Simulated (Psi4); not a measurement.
H3Ga, triplet, at the geometry of the source list (a higher spin typed on purpose: for a closed-shell molecule this is an excited state); PBE/def2-SV(P) run with Psi4.

Psi4 was given this input:
```
memory 2 GB

molecule {
0 3
  Ga    0.00000000    0.00000000   -0.00000000
  H     0.67000000   -0.43680000    1.34750000
  H    -0.31380000    1.51220000   -0.26500000
  H    -0.35630000   -1.07550000   -1.08250000
}

set basis def2-sv(p)
set reference uks

energy('pbe')
print_variables()
```

Question: What does Psi4 print? Leave out banner, timings and long lists.

Answer: 
```
   => Loading Basis Set <=

    Name: DEF2-SV(P)
    Role: ORBITAL
    Keyword: BASIS

         ---------------------------------------------------------
                                   SCF
               by Justin Turney, Rob Parrish, Andy Simmonett
                          and Daniel G. A. Smith
                              UKS Reference
         ---------------------------------------------------------

  ==> Geometry <==

    Molecular point group: c1
    Full point group: C1

    Geometry (in Angstrom), charge = 0, multiplicity = 3:

       Center              X                  Y                   Z               Mass
    ------------   -----------------  -----------------  -----------------  -----------------
         GA           0.000001400748     0.000001400748     0.000000000000    68.925573500000
         H            0.670001400748    -0.436798599252     1.347500000000     1.007825032230
         H           -0.313798599252     1.512201400748    -0.265000000000     1.007825032230
         H           -0.356298599252    -1.075498599252    -1.082500000000     1.007825032230

  Running in c1 symmetry.

  Rotational constants: A =      4.54157  B =      4.54121  C =      2.27070 [cm^-1]
  Rotational constants: A = 136152.79686  B = 136142.18868  C =  68073.74634 [MHz]
  Nuclear repulsion =   31.991344766198981

  Charge       = 0
  Multiplicity = 3
  Electrons    = 34
  Nalpha       = 18
  Nbeta        = 16

  ==> Algorithm <==

  SCF Algorithm Type is DF.
  DIIS enabled.
  MOM disabled.
  Fractional occupation disabled.
  Guess Type is SAD.
  Energy threshold   = 1.00e-06
  Density threshold  = 1.00e-06
  Integral threshold = 1.00e-12

  ==> Primary Basis <==

  Basis Set: DEF2-SV(P)
    Blend: DEF2-SV(P)
    Number of shells: 18
    Number of basis functions: 38
    Number of Cartesian functions: 41
    Spherical Harmonics?: true
    Max angular momentum: 2

  ==> DFT Potential <==

   => LibXC <=

    Version 7.1.2
    S. Lehtola, C. Steigemann, M. J. T. Oliveira, and M. A. L. Marques,  SoftwareX 7, 1–5 (2018) (10.1016/j.softx.2017.11.002)

   => Composite Functional: PBE <=

    PBE GGA Exchange-Correlation Functional

    J.P. Perdew et. al., Phys. Rev. Lett., 77(18), 3865-3868, 1996

    Deriv               =              1
    GGA                 =           TRUE
    Meta                =          FALSE

    Exchange Hybrid     =          FALSE
    MP2 Hybrid          =          FALSE

   => Exchange Functionals <=

    1.0000     XC_GGA_X_PBE

   => Correlation Functionals <=

    1.0000     XC_GGA_C_PBE

   => LibXC Density Thresholds  <==

    XC_GGA_C_PBE:  1.00E-12
    XC_GGA_X_PBE:  1.00E-15

   => Molecular Quadrature <=

    Radial Scheme          =       TREUTLER
    Pruning Scheme         =           NONE
    Nuclear Scheme         =       TREUTLER

    Blocking Scheme        =         OCTREE
    BS radius alpha        =              1
    Pruning alpha          =              1
    Radial Points          =             75
    Spherical Points       =            302
    Total Points           =          87523
    Total Blocks           =            698
    Max Points             =            256
    Max Functions          =             38
    Weights Tolerance      =       1.00E-15

   => Loading Basis Set <=

    Name: (DEF2-SV(P) AUX)
    Role: JKFIT
    Keyword: DF_BASIS_SCF

  ==> Integral Setup <==

  SCF_SUBTYPE=INCORE selected. In-core MEM_DF algorithm will be used.
  Using in-core AOs.

  ==> MemDFJK: Density-Fitted J/K Matrices <==

    J tasked:                   Yes
    K tasked:                    No
    wK tasked:                   No
    Algorithm:                 Core
    Schwarz Cutoff:           1E-12
    Mask sparsity (%):       0.0000
    Fitting Condition:        1E-10

   => Auxiliary Basis Set <=

  Basis Set: (DEF2-SV(P) AUX)
    Blend: DEF2-UNIVERSAL-JKFIT
    Number of shells: 78
    Number of basis functions: 320
    Number of Cartesian functions: 431
    Spherical Harmonics?: true
    Max angular momentum: 5

  Minimum eigenvalue in the overlap matrix is 3.6890490250E-02.
  Reciprocal condition number of the overlap matrix is 1.0094865526E-02.
    Using symmetric orthogonalization.

  ==> Pre-Iterations <==

  SCF Guess: Superposition of Atomic Densities via on-the-fly atomic UHF (no occupation information).

   -------------------------
    Irrep   Nso     Nmo
   -------------------------
     A         38      38
   -------------------------
    Total      38      38
   -------------------------

  ==> Iterations <==

                           Total Energy        Delta E     RMS |[F,P]|

   @DF-UKS iter SAD: -1922.88355942917315   -1.92288e+03   0.00000e+00
   @DF-UKS iter   1: -1923.92119228280194   -1.03763e+00   6.69250e-02 DIIS/ADIIS
   @DF-UKS iter   2: -1879.69501420402435    4.42262e+01   2.11565e-01 ADIIS
   @DF-UKS iter   3: -1922.79402468989724   -4.30990e+01   1.03514e-01 ADIIS
   @DF-UKS iter   4: -1925.87120879268150   -3.07718e+00   3.41306e-03 DIIS/ADIIS
   @DF-UKS iter   5: -1925.77713241507786    9.40764e-02   7.61356e-03 DIIS/ADIIS
   @DF-UKS iter   6: -1925.87028198642497   -9.31496e-02   3.35790e-03 DIIS/ADIIS
   @DF-UKS iter   7: -1925.87547932861025   -5.19734e-03   2.87738e-03 DIIS/ADIIS
   @DF-UKS iter   8: -1925.87195791636850    3.52141e-03   3.16430e-03 DIIS/ADIIS
   @DF-UKS iter   9: -1925.87654920010846   -4.59128e-03   2.71516e-03 DIIS/ADIIS
   @DF-UKS iter  10: -1925.87920645184158   -2.65725e-03   2.45724e-03 DIIS/ADIIS
   @DF-UKS iter  11: -1925.87658956156611    2.61689e-03   2.81615e-03 DIIS/ADIIS
   @DF-UKS iter  12: -1925.87524935869624    1.34020e-03   2.84542e-03 DIIS/ADIIS
   @DF-UKS iter  13: -1925.87497106570481    2.78293e-04   2.86198e-03 DIIS/ADIIS
   @DF-UKS iter  14: -1925.87627459147575   -1.30353e-03   2.76643e-03 DIIS/ADIIS
   @DF-UKS iter  15: -1925.87414131229275    2.13328e-03   2.94516e-03 DIIS/ADIIS
[...]
   @DF-UKS iter  46: -1925.87887988229318   -2.27391e-03   2.57258e-03 DIIS/ADIIS
   @DF-UKS iter  47: -1925.86447068223083    1.44092e-02   3.81272e-03 DIIS/ADIIS
   @DF-UKS iter  48: -1925.87094651456937   -6.47583e-03   3.27434e-03 DIIS/ADIIS
   @DF-UKS iter  49: -1925.87059990372541    3.46611e-04   3.29431e-03 DIIS/ADIIS
   @DF-UKS iter  50: -1925.87208238792778   -1.48248e-03   3.17872e-03 DIIS/ADIIS
   @DF-UKS iter  51: -1925.88026118308539   -8.17880e-03   2.31872e-03 DIIS/ADIIS
   @DF-UKS iter  52: -1925.87507453344392    5.18665e-03   2.84495e-03 DIIS/ADIIS
   @DF-UKS iter  53: -1925.87326097712662    1.81356e-03   3.02572e-03 DIIS/ADIIS
   @DF-UKS iter  54: -1925.87006584828850    3.19513e-03   3.36958e-03 DIIS/ADIIS
   @DF-UKS iter  55: -1925.87514412317819   -5.07827e-03   2.84413e-03 DIIS/ADIIS
   @DF-UKS iter  56: -1925.87237670099989    2.76742e-03   3.13742e-03 DIIS/ADIIS
   @DF-UKS iter  57: -1925.87099045143827    1.38625e-03   3.27123e-03 DIIS/ADIIS
   @DF-UKS iter  58: -1925.86894371061112    2.04674e-03   3.47543e-03 DIIS/ADIIS
   @DF-UKS iter  59: -1925.86892506317463    1.86474e-05   3.48956e-03 DIIS/ADIIS
   @DF-UKS iter  60: -1925.87385675301311   -4.93169e-03   3.11991e-03 DIIS/ADIIS
   @DF-UKS iter  61: -1925.87837735904805   -4.52061e-03   2.53319e-03 DIIS/ADIIS
   @DF-UKS iter  62: -1925.87819572945091    1.81630e-04   2.55629e-03 DIIS/ADIIS
   @DF-UKS iter  63: -1925.87351093762345    4.68479e-03   2.99564e-03 DIIS/ADIIS
   @DF-UKS iter  64: -1925.87355969575106   -4.87581e-05   2.98939e-03 DIIS/ADIIS
   @DF-UKS iter  65: -1925.87563032499497   -2.07063e-03   2.92800e-03 DIIS/ADIIS
   @DF-UKS iter  66: -1925.87572699571706   -9.66707e-05   2.92306e-03 DIIS/ADIIS
   @DF-UKS iter  67: -1925.87689175561604   -1.16476e-03   2.85318e-03 DIIS/ADIIS
   @DF-UKS iter  68: -1925.86911412792483    7.77763e-03   3.48039e-03 DIIS/ADIIS
   @DF-UKS iter  69: -1925.87129302010749   -2.17889e-03   3.29685e-03 DIIS/ADIIS
   @DF-UKS iter  70: -1925.87488549730415   -3.59248e-03   3.01745e-03 DIIS/ADIIS
   @DF-UKS iter  71: -1925.87740613652932   -2.52064e-03   2.79336e-03 DIIS/ADIIS
   @DF-UKS iter  72: -1925.87747105378116   -6.49173e-05   2.70028e-03 DIIS/ADIIS
   @DF-UKS iter  73: -1925.87699237218771    4.78682e-04   2.82424e-03 DIIS/ADIIS
   @DF-UKS iter  74: -1925.87602034308361    9.72029e-04   2.83475e-03 DIIS/ADIIS
   @DF-UKS iter  75: -1925.87695418479780   -9.33842e-04   2.75823e-03 DIIS/ADIIS
   @DF-UKS iter  76: -1925.88038005775297   -3.42587e-03   2.49328e-03 DIIS/ADIIS
   @DF-UKS iter  77: -1925.87486373410343    5.51632e-03   3.02085e-03 DIIS/ADIIS
   @DF-UKS iter  78: -1925.87482025582358    4.34783e-05   3.02877e-03 DIIS/ADIIS
   @DF-UKS iter  79: -1925.87390567242437    9.14583e-04   2.96286e-03 DIIS/ADIIS
   @DF-UKS iter  80: -1925.87442823507035   -5.22563e-04   2.94813e-03 DIIS/ADIIS
   @DF-UKS iter  81: -1925.87259254935907    1.83569e-03   3.15250e-03 DIIS/ADIIS
   @DF-UKS iter  82: -1925.87906084947599   -6.46830e-03   2.59535e-03 DIIS/ADIIS
   @DF-UKS iter  83: -1925.87203599217719    7.02486e-03   3.16087e-03 DIIS/ADIIS
   @DF-UKS iter  84: -1925.87152215735978    5.13835e-04   3.18814e-03 DIIS/ADIIS
   @DF-UKS iter  85: -1925.86811040117254    3.41176e-03   3.48019e-03 DIIS/ADIIS
   @DF-UKS iter  86: -1925.87073769691051   -2.62730e-03   3.28576e-03 DIIS/ADIIS
   @DF-UKS iter  87: -1925.88367435413761   -1.29367e-02   2.12444e-03 DIIS/ADIIS
   @DF-UKS iter  88: -1925.87489145565928    8.78290e-03   2.86559e-03 DIIS/ADIIS
   @DF-UKS iter  89: -1925.88257168496716   -7.68023e-03   2.24294e-03 DIIS/ADIIS
   @DF-UKS iter  90: -1925.88189488029957    6.76805e-04   2.18618e-03 DIIS/ADIIS
   @DF-UKS iter  91: -1925.86720133295103    1.46935e-02   3.62535e-03 DIIS/ADIIS
   @DF-UKS iter  92: -1925.86433582817745    2.86550e-03   3.71869e-03 DIIS/ADIIS
   @DF-UKS iter  93: -1925.86411050635184    2.25322e-04   3.72946e-03 DIIS/ADIIS
   @DF-UKS iter  94: -1925.85717322138362    6.93728e-03   4.20684e-03 DIIS/ADIIS
   @DF-UKS iter  95: -1925.86021780102578   -3.04458e-03   4.00609e-03 DIIS/ADIIS
   @DF-UKS iter  96: -1925.85985398636490    3.63815e-04   4.03192e-03 DIIS/ADIIS
   @DF-UKS iter  97: -1925.86082983852771   -9.75852e-04   3.96858e-03 DIIS/ADIIS
   @DF-UKS iter  98: -1925.86618648202625   -5.35664e-03   3.59191e-03 DIIS/ADIIS
   @DF-UKS iter  99: -1925.86416828034248    2.01820e-03   3.74055e-03 DIIS/ADIIS
   @DF-UKS iter 100: -1925.86403260452062    1.35676e-04   3.82740e-03 DIIS/ADIIS

PsiException: Could not converge SCF iterations in 100 iterations.

  Failed to converge.

Traceback (most recent call last):
  File "psi4", line 375, in <module>
  File "<string>", line 25, in <module>
  File "site-packages/psi4/driver/driver.py", line 533, in energy
  File "site-packages/psi4/driver/procrouting/proc.py", line 2760, in run_scf
  File "site-packages/psi4/driver/procrouting/proc.py", line 2047, in scf_helper
  File "site-packages/psi4/driver/procrouting/scf_proc/scf_iterator.py", line 93, in scf_compute_energy
  File "site-packages/psi4/driver/procrouting/scf_proc/scf_iterator.py", line 86, in scf_compute_energy
  File "site-packages/psi4/driver/procrouting/scf_proc/scf_iterator.py", line 609, in scf_iterate

psi4.driver.p4util.exceptions.SCFConvergenceError: Could not converge SCF iterations in 100 iterations.

Printing out the relevant lines from the Psithon --> Python processed input file:
      H    -0.35630000   -1.07550000   -1.08250000
    """)
    core.IO.set_default_namespace("")
    core.set_global_option("BASIS", "def2-sv(p)")
    core.set_global_option("REFERENCE", "uks")
--> energy('pbe')
    print_variables()

!-------------------------------------------------------!
!                                                       !
!  Could not converge SCF iterations in 100 iterations. !
!                                                       !
!-------------------------------------------------------!
```

The run did not converge; its last values are not results.
